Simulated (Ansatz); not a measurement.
Ansatz (a program for electronic structure) input (B3LYP/6-31G*):

Ansatz 0.2 input:
```yaml
crystal:
  periodic: [false, false, false]
  atoms:
    - {symbol: N, position_ang: [-1.53517983, 0.11416595, 1.19040513]}
    - {symbol: Si, position_ang: [-1.18232089, -0.35836377, -0.45624332]}
    - {symbol: Si, position_ang: [1.13394230, 0.02454711, -0.66935608]}
    - {symbol: N, position_ang: [1.62654201, 0.51624129, 0.93527074]}
    - {symbol: H, position_ang: [-2.48195919, 0.01709808, 1.54190244]}
    - {symbol: H, position_ang: [-1.13237416, 0.99140272, 1.50316169]}
    - {symbol: H, position_ang: [-1.54189505, -1.79846410, -0.59838019]}
    - {symbol: H, position_ang: [-1.94435011, 0.35531266, -1.53381343]}
    - {symbol: H, position_ang: [1.44739848, 1.14642932, -1.60022179]}
    - {symbol: H, position_ang: [1.82508684, -1.17823993, -1.24102248]}
    - {symbol: H, position_ang: [2.59556617, 0.76680021, 1.10133129]}
    - {symbol: H, position_ang: [1.27029213, -0.03975642, 1.70570307]}
basis:
  gaussian:
    orbitals: 6-31G*
hamiltonian:
  xc: {name: B3LYP}
phonons: {temperatures: {t_min: 298.15, t_max: 298.15, t_step: 100}}
```

Output:

```
Functional definition: B3LYP
integrals: 0.04 GiB planned
940 factors; integrals over basis functions are off by at most 5.9e-4 eV
mean field: 0.31 GiB planned
mean field evaluation 1: about -18855.9978 eV, gradient 7.4e1 eV
mean field evaluation 2: about -18835.7384 eV, gradient 1.2e2 eV
mean field evaluation 4: about -18866.6144 eV, gradient 1.9e0 eV
mean field evaluation 8: about -18866.6441 eV, gradient 7.3e-2 eV
mean field evaluation 16: about -18866.6441 eV, gradient 7.4e-5 eV
mean field -18866.64411920 eV, -693.3363831101 hartree, gradient 7.4e-5 eV, S^2 0.000000; 0 other end points of the search recorded, 0 dependent functions left out
the calculation of the forces begins
reference -18866.64437963 eV, -693.3363926806 hartree; 25, 25 occupied and 59, 59 virtual orbitals, 940 factors
these checks for a lower state are left out or cut short: stability, starts, cluster_reference, orbital_swaps, neighbouring_geometries, increment
integrals: 0.04 GiB planned
940 factors; integrals over basis functions are off by at most 5.9e-4 eV
mean field: 0.31 GiB planned
mean field -18866.64396232 eV, -693.3363773445 hartree, gradient 1.1e-6 eV, S^2 0.000000; 0 other end points of the search recorded, 0 dependent functions left out
the calculation of the forces begins
reference -18866.64422268 eV, -693.3363869128 hartree; 25, 25 occupied and 59, 59 virtual orbitals, 940 factors
these checks for a lower state are left out or cut short: stability, starts, cluster_reference, orbital_swaps, neighbouring_geometries, increment
integrals: 0.04 GiB planned
940 factors; integrals over basis functions are off by at most 5.9e-4 eV
mean field: 0.31 GiB planned
mean field -18866.64395064 eV, -693.3363769153 hartree, gradient 1.5e-6 eV, S^2 0.000000; 0 other end points of the search recorded, 0 dependent functions left out
the calculation of the forces begins
reference -18866.64421112 eV, -693.3363864879 hartree; 25, 25 occupied and 59, 59 virtual orbitals, 940 factors
these checks for a lower state are left out or cut short: stability, starts, cluster_reference, orbital_swaps, neighbouring_geometries, increment
integrals: 0.04 GiB planned
940 factors; integrals over basis functions are off by at most 5.9e-4 eV
mean field: 0.31 GiB planned
mean field evaluation 32: about -18866.6440 eV, gradient 1.0e-4 eV
mean field -18866.64398857 eV, -693.3363783093 hartree, gradient 1.6e-6 eV, S^2 0.000000; 0 other end points of the search recorded, 0 dependent functions left out
the calculation of the forces begins
reference -18866.64424903 eV, -693.3363878811 hartree; 25, 25 occupied and 59, 59 virtual orbitals, 940 factors
these checks for a lower state are left out or cut short: stability, starts, cluster_reference, orbital_swaps, neighbouring_geometries, increment
integrals: 0.04 GiB planned
940 factors; integrals over basis functions are off by at most 5.9e-4 eV
mean field: 0.31 GiB planned
mean field -18866.64399389 eV, -693.3363785049 hartree, gradient 9.7e-7 eV, S^2 0.000000; 0 other end points of the search recorded, 0 dependent functions left out
the calculation of the forces begins
reference -18866.64425428 eV, -693.3363880741 hartree; 25, 25 occupied and 59, 59 virtual orbitals, 940 factors
these checks for a lower state are left out or cut short: stability, starts, cluster_reference, orbital_swaps, neighbouring_geometries, increment
integrals: 0.04 GiB planned
940 factors; integrals over basis functions are off by at most 5.9e-4 eV
mean field: 0.31 GiB planned
mean field -18866.64400642 eV, -693.3363789653 hartree, gradient 1.5e-6 eV, S^2 0.000000; 0 other end points of the search recorded, 0 dependent functions left out
the calculation of the forces begins
reference -18866.64426688 eV, -693.3363885370 hartree; 25, 25 occupied and 59, 59 virtual orbitals, 940 factors
these checks for a lower state are left out or cut short: stability, starts, cluster_reference, orbital_swaps, neighbouring_geometries, increment
integrals: 0.04 GiB planned
940 factors; integrals over basis functions are off by at most 5.9e-4 eV
mean field: 0.31 GiB planned
mean field -18866.64401486 eV, -693.3363792756 hartree, gradient 1.2e-6 eV, S^2 0.000000; 0 other end points of the search recorded, 0 dependent functions left out
the calculation of the forces begins
reference -18866.64427526 eV, -693.3363888448 hartree; 25, 25 occupied and 59, 59 virtual orbitals, 940 factors
these checks for a lower state are left out or cut short: stability, starts, cluster_reference, orbital_swaps, neighbouring_geometries, increment
integrals: 0.04 GiB planned
940 factors; integrals over basis functions are off by at most 5.9e-4 eV
mean field: 0.31 GiB planned
mean field -18866.64403447 eV, -693.3363799961 hartree, gradient 1.6e-6 eV, S^2 0.000000; 0 other end points of the search recorded, 0 dependent functions left out
[...]
integrals: 0.04 GiB planned
940 factors; integrals over basis functions are off by at most 5.9e-4 eV
mean field: 0.31 GiB planned
mean field -18866.64411262 eV, -693.3363828681 hartree, gradient 8.9e-7 eV, S^2 0.000000; 0 other end points of the search recorded, 0 dependent functions left out
the calculation of the forces begins
reference -18866.64437304 eV, -693.3363924384 hartree; 25, 25 occupied and 59, 59 virtual orbitals, 940 factors
these checks for a lower state are left out or cut short: stability, starts, cluster_reference, orbital_swaps, neighbouring_geometries, increment
integrals: 0.04 GiB planned
940 factors; integrals over basis functions are off by at most 5.9e-4 eV
mean field: 0.31 GiB planned
mean field -18866.64410924 eV, -693.3363827438 hartree, gradient 7.3e-7 eV, S^2 0.000000; 0 other end points of the search recorded, 0 dependent functions left out
the calculation of the forces begins
reference -18866.64436967 eV, -693.3363923146 hartree; 25, 25 occupied and 59, 59 virtual orbitals, 940 factors
these checks for a lower state are left out or cut short: stability, starts, cluster_reference, orbital_swaps, neighbouring_geometries, increment
integrals: 0.04 GiB planned
940 factors; integrals over basis functions are off by at most 5.9e-4 eV
mean field: 0.31 GiB planned
mean field -18866.64406919 eV, -693.3363812722 hartree, gradient 1.2e-6 eV, S^2 0.000000; 0 other end points of the search recorded, 0 dependent functions left out
the calculation of the forces begins
reference -18866.64432960 eV, -693.3363908421 hartree; 25, 25 occupied and 59, 59 virtual orbitals, 940 factors
these checks for a lower state are left out or cut short: stability, starts, cluster_reference, orbital_swaps, neighbouring_geometries, increment
integrals: 0.04 GiB planned
940 factors; integrals over basis functions are off by at most 5.9e-4 eV
mean field: 0.31 GiB planned
mean field -18866.64406467 eV, -693.3363811059 hartree, gradient 1.2e-6 eV, S^2 0.000000; 0 other end points of the search recorded, 0 dependent functions left out
the calculation of the forces begins
reference -18866.64432511 eV, -693.3363906770 hartree; 25, 25 occupied and 59, 59 virtual orbitals, 940 factors
these checks for a lower state are left out or cut short: stability, starts, cluster_reference, orbital_swaps, neighbouring_geometries, increment
integrals: 0.04 GiB planned
940 factors; integrals over basis functions are off by at most 5.9e-4 eV
mean field: 0.31 GiB planned
mean field -18866.64411198 eV, -693.3363828447 hartree, gradient 7.8e-7 eV, S^2 0.000000; 0 other end points of the search recorded, 0 dependent functions left out
the calculation of the forces begins
reference -18866.64437241 eV, -693.3363924151 hartree; 25, 25 occupied and 59, 59 virtual orbitals, 940 factors
these checks for a lower state are left out or cut short: stability, starts, cluster_reference, orbital_swaps, neighbouring_geometries, increment
integrals: 0.04 GiB planned
940 factors; integrals over basis functions are off by at most 5.9e-4 eV
mean field: 0.31 GiB planned
mean field evaluation 192: about -18866.6441 eV, gradient 2.5e-2 eV
mean field -18866.64411021 eV, -693.3363827795 hartree, gradient 9.4e-7 eV, S^2 0.000000; 0 other end points of the search recorded, 0 dependent functions left out
the calculation of the forces begins
reference -18866.64437064 eV, -693.3363923501 hartree; 25, 25 occupied and 59, 59 virtual orbitals, 940 factors
these checks for a lower state are left out or cut short: stability, starts, cluster_reference, orbital_swaps, neighbouring_geometries, increment
integrals: 0.04 GiB planned
940 factors; integrals over basis functions are off by at most 5.9e-4 eV
mean field: 0.31 GiB planned
mean field -18866.64410296 eV, -693.3363825132 hartree, gradient 2.2e-6 eV, S^2 0.000000; 0 other end points of the search recorded, 0 dependent functions left out
the calculation of the forces begins
reference -18866.64436339 eV, -693.3363920838 hartree; 25, 25 occupied and 59, 59 virtual orbitals, 940 factors
these checks for a lower state are left out or cut short: stability, starts, cluster_reference, orbital_swaps, neighbouring_geometries, increment
integrals: 0.04 GiB planned
940 factors; integrals over basis functions are off by at most 5.9e-4 eV
mean field: 0.31 GiB planned
mean field -18866.64409924 eV, -693.3363823765 hartree, gradient 2.1e-6 eV, S^2 0.000000; 0 other end points of the search recorded, 0 dependent functions left out
the calculation of the forces begins
reference -18866.64435967 eV, -693.3363919470 hartree; 25, 25 occupied and 59, 59 virtual orbitals, 940 factors
these checks for a lower state are left out or cut short: stability, starts, cluster_reference, orbital_swaps, neighbouring_geometries, increment
integrals: 0.04 GiB planned
940 factors; integrals over basis functions are off by at most 5.9e-4 eV
mean field: 0.31 GiB planned
mean field -18866.64410083 eV, -693.3363824350 hartree, gradient 2.6e-6 eV, S^2 0.000000; 0 other end points of the search recorded, 0 dependent functions left out
the calculation of the forces begins
reference -18866.64436128 eV, -693.3363920061 hartree; 25, 25 occupied and 59, 59 virtual orbitals, 940 factors
these checks for a lower state are left out or cut short: stability, starts, cluster_reference, orbital_swaps, neighbouring_geometries, increment
integrals: 0.04 GiB planned
940 factors; integrals over basis functions are off by at most 5.9e-4 eV
mean field: 0.31 GiB planned
mean field -18866.64410243 eV, -693.3363824935 hartree, gradient 2.4e-6 eV, S^2 0.000000; 0 other end points of the search recorded, 0 dependent functions left out
the calculation of the forces begins
reference -18866.64436284 eV, -693.3363920635 hartree; 25, 25 occupied and 59, 59 virtual orbitals, 940 factors
these checks for a lower state are left out or cut short: stability, starts, cluster_reference, orbital_swaps, neighbouring_geometries, increment
integrals: 0.04 GiB planned
940 factors; integrals over basis functions are off by at most 5.9e-4 eV
mean field: 0.31 GiB planned
mean field evaluation 224: about -18866.6441 eV, gradient 5.6e-5 eV
mean field -18866.64408982 eV, -693.3363820303 hartree, gradient 2.9e-6 eV, S^2 0.000000; 0 other end points of the search recorded, 0 dependent functions left out
the calculation of the forces begins
reference -18866.64435024 eV, -693.3363916004 hartree; 25, 25 occupied and 59, 59 virtual orbitals, 940 factors
these checks for a lower state are left out or cut short: stability, starts, cluster_reference, orbital_swaps, neighbouring_geometries, increment
integrals: 0.04 GiB planned
940 factors; integrals over basis functions are off by at most 5.9e-4 eV
mean field: 0.31 GiB planned
mean field -18866.64408803 eV, -693.3363819646 hartree, gradient 9.0e-7 eV, S^2 0.000000; 0 other end points of the search recorded, 0 dependent functions left out
the calculation of the forces begins
reference -18866.64434847 eV, -693.3363915355 hartree; 25, 25 occupied and 59, 59 virtual orbitals, 940 factors
Total energy: -18866.64437963 eV, -693.3363926806 hartree
Atom 0 at    -1.535180     0.114166     1.190405 Å, force     0.002097    -0.000903    -0.001884 eV/Å
Atom 1 at    -1.182321    -0.358364    -0.456243 Å, force    -0.002512     0.000008     0.000264 eV/Å
Atom 2 at     1.133942     0.024547    -0.669356 Å, force     0.002524     0.000078     0.000027 eV/Å
Atom 3 at     1.626542     0.516241     0.935271 Å, force    -0.002259    -0.000219    -0.001899 eV/Å
Atom 4 at    -2.481959     0.017098     1.541902 Å, force     0.000545     0.000709    -0.000467 eV/Å
Atom 5 at    -1.132374     0.991403     1.503162 Å, force    -0.001589    -0.000029     0.001226 eV/Å
Atom 6 at    -1.541895    -1.798464    -0.598380 Å, force     0.000672     0.000978     0.000353 eV/Å
Atom 7 at    -1.944350     0.355313    -1.533813 Å, force     0.000747    -0.000319     0.000379 eV/Å
Atom 8 at     1.447398     1.146429    -1.600222 Å, force    -0.000619    -0.000612     0.000880 eV/Å
Atom 9 at     1.825087    -1.178240    -1.241022 Å, force    -0.000722     0.000491     0.000201 eV/Å
Atom 10 at     2.595566     0.766800     1.101331 Å, force    -0.000563    -0.000836     0.000039 eV/Å
Atom 11 at     1.270292    -0.039756     1.705703 Å, force     0.001679     0.000655     0.000882 eV/Å
Dipole moment:     0.012951     0.089362     0.301321 e Å
Vibrations: 60.77 124.00 132.80 280.70 337.54 413.76 425.41 481.27 530.20 613.27 702.62 705.02 775.58 785.51 829.20 843.49 931.01 981.71 999.89 1003.54 1618.56 1624.95 2166.02 2167.34 2224.83 2225.44 3537.52 3537.75 3630.97 3631.40 cm⁻¹, zero-point energy 2.375665 eV
```

The blocks after the first are displaced geometries, from whose forces the wavenumbers follow.
